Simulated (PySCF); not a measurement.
bromine (Br2), SMILES BrBr.

Geometry optimised at B3LYP-D3(BJ)/def2-TZVP.

These are PBE/def2-TZVPD (PySCF) values and carry that method's errors.

total energy: -5147.53430 hartree
point group: D∞h
highest occupied level: -6.91 eV
lowest empty level: -4.69 eV
orbital gap: 2.22 eV
dipole moment: 0.00 D
quadrupole, principal values (traceless, Buckingham form, about the centre of nuclear charge): -2.45, -2.45, 4.90 D·Å
mean static polarisability: 46.7 bohr³ (6.92 Å³)
polarisability, principal values: 38.2, 38.2, 63.6 bohr³
